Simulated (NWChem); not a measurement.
Species: C4H4F2; SMILES CC#CC(F)F

```xyz
10

C      0.0000     2.9733    -0.1355
C      0.0000     1.5296     0.0331
C      0.0000     0.3131     0.1597
C      0.0000    -1.1350     0.3737
F      1.1073    -1.7113    -0.1941
F     -1.1073    -1.7113    -0.1941
H      0.8938     3.3083    -0.7017
H      0.0045     3.4941     0.8444
H     -0.8983     3.3091    -0.6939
H      0.0000    -1.3946     1.4589
```
Atoms are numbered in this order, from 1.

Program: NWChem. Geometry: optimised at PBE-D3(BJ)/def2-SVP. B3LYP is NWChem's, with the RPA form of VWN correlation. Ions are spin-unrestricted doublets at the neutral geometry; other ion states weren't tried.

| level | vertical ionisation energy, ΔSCF (eV) | −ε(HOMO) (eV) | ΔSCF minus −ε(HOMO) (eV) |
|---|---|---|---|
| B3LYP/def2-SVP | 10.44 | 7.78 | 2.66 |
| PBE/def2-SVP | 10.20 | 6.75 | 3.45 |
| LDA (Slater exchange, VWN5)/def2-SVP | 10.40 | 6.89 | 3.51 |
| LRC-wPBEh/def2-SVP | 10.54 | 9.95 | 0.59 |
| M06-2X/def2-SVP | … | … | … |

Task: Complete the blanks.

Result: 
- M06-2X/def2-SVP, vertical ionisation energy, ΔSCF (eV): 10.69
- M06-2X/def2-SVP, −ε(HOMO) (eV): 9.35
- M06-2X/def2-SVP, ΔSCF minus −ε(HOMO) (eV): 1.34
